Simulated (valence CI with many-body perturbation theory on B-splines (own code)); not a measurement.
Level structure of Au56+

Method: valence CI with perturbative core correlation (CI+MBPT): five valence electrons over a frozen Dirac-Fock core [Ar], a basis of 7 s, 7 p, 8 d, 6 f, 4 g, 1 h functions for each j, with the one-electron correlation potential Σ1, the two-electron term Σ2, the three-electron term Σ3, Breit, model QED; selected CI, second order for the rest, scaled by the run's own slope (own B-spline code, finite nucleus).

The last digits are not significant, and no measured levels were compared; by estimate large intervals hold to a few tenths of a per cent, small ones and those within an open d or f shell to about a per cent. Among the levels kept, up to 510 cm⁻¹ of a level comes from second order outside the variational space, and about a tenth of that is noise between levels of different J, which matters for small intervals. The list stops below the first excitations out of the core. Only levels of the ground parity were solved; by the run's estimate the other parity begins above the list, which can be wrong where configurations are misplaced.

Levels 1 to 27 of 27, with energies above the lowest level, (3d3/2^4 3d5/2) J=5/2. "Leading %" is the weight of the configuration and term that name the level; weights of strongly mixed levels are sums over their largest components and can fall short, so below about 35 % the name and the second component can differ from the true leading terms, or belong to a minority configuration. In the jj column 3d3/2^4 stands for four electrons in 3d with j = 3/2. Lifetimes count E1, E2, E3, M1 and M2 decay at the calculated energies, and are blank where another channel may lead or the interval is too uncertain; long ones can be off by a factor of two.

```
No.  Configuration  Term     J  E (cm⁻¹)  Leading %  Lifetime  Second component      g               Leading jj
  1            3d5    2D   5/2         0         26                 24 % 3d5 4P  1.254     3d3/2^4 3d5/2 (98 %)
  2            3d5    6S   5/2    672140         33    105 ns       22 % 3d5 2F  1.324   3d3/2^3 3d5/2^2 (97 %)
  3            3d5    4G   7/2    771420         31    233 ns       26 % 3d5 2F  1.158  3d3/2^3 3d5/2^2 (100 %)
  4            3d5    2H  11/2    780350         46                 30 % 3d5 4G  1.092  3d3/2^3 3d5/2^2 (100 %)
  5            3d5    4D   3/2    789990         38    104 ns       28 % 3d5 4P  1.133   3d3/2^3 3d5/2^2 (99 %)
  6            3d5    2G   9/2    832360         34    266 μs       24 % 3d5 4G  1.126   3d3/2^3 3d5/2^2 (99 %)
  7            3d5    2D   5/2    867870         37   6.93 μs       24 % 3d5 4D  1.124   3d3/2^3 3d5/2^2 (97 %)
  8            3d5    2F   7/2    905350         39   3.32 μs       35 % 3d5 2G  1.065   3d3/2^3 3d5/2^2 (99 %)
  9            3d5    4P   1/2    906090         38   30.2 μs       34 % 3d5 2S  1.760   3d3/2^3 3d5/2^2 (95 %)
 10            3d5    2D   3/2   1064900         64   1.47 μs       17 % 3d5 4F  0.800   3d3/2^3 3d5/2^2 (95 %)
 11            3d5    6S   5/2   1433400         37   52.8 ns       26 % 3d5 2D  1.317   3d3/2^2 3d5/2^3 (96 %)
 12            3d5    4D   7/2   1511000         52   93.3 ns       42 % 3d5 4G  1.206  3d3/2^2 3d5/2^3 (100 %)
 13            3d5    4G  11/2   1511900         51    139 ns       49 % 3d5 2I  1.087   3d3/2^2 3d5/2^3 (99 %)
 14            3d5    4G   9/2   1530400         64    139 ns       34 % 3d5 2G  1.138   3d3/2^2 3d5/2^3 (99 %)
 15            3d5    2I  13/2   1554200        100    728 ns                    1.063  3d3/2^2 3d5/2^3 (100 %)
 16            3d5    4D   1/2   1578200         79   74.4 ns       18 % 3d5 2S  0.427   3d3/2^2 3d5/2^3 (99 %)
 17            3d5    4P   3/2   1588000         54   55.8 ns       35 % 3d5 4F  1.157   3d3/2^2 3d5/2^3 (99 %)
 18            3d5    2F   5/2   1595700         42   99.8 ns       33 % 3d5 4D  1.019   3d3/2^2 3d5/2^3 (98 %)
 19            3d5    2H   9/2   1641000         53   87.7 ns       47 % 3d5 4F  1.094  3d3/2^2 3d5/2^3 (100 %)
 20            3d5    2G   7/2   1662200         61    280 ns       36 % 3d5 2F  0.978  3d3/2^2 3d5/2^3 (100 %)
 21            3d5    4F   5/2   1684000         65   80.4 ns       26 % 3d5 2D  1.046   3d3/2^2 3d5/2^3 (99 %)
 22            3d5    2D   3/2   1684100         83    212 ns       16 % 3d5 4D  0.855   3d3/2^2 3d5/2^3 (95 %)
 23            3d5    2G   7/2   1740200         48    163 ns       32 % 3d5 2F  1.025   3d3/2^2 3d5/2^3 (98 %)
 24            3d5    4P   1/2   1741800         47    111 ns       42 % 3d5 2P  1.744   3d3/2^2 3d5/2^3 (92 %)
 25            3d5    2G   9/2   1818200         80    290 ns       10 % 3d5 4F  1.101   3d3/2^2 3d5/2^3 (99 %)
 26            3d5    2P   3/2   1954400         74    283 ns       23 % 3d5 2D  1.175   3d3/2^2 3d5/2^3 (99 %)
 27            3d5    2D   5/2   1991200         81    173 ns        9 % 3d5 2F  1.172   3d3/2^2 3d5/2^3 (97 %)
```

The ionisation energy to 3d4 3P_0 of the next ion comes out as 5593.6 eV (NIST: 5594 ± 5 eV (theoretical)). All 27 levels together are meant to be complete up to 2195700 cm⁻¹.
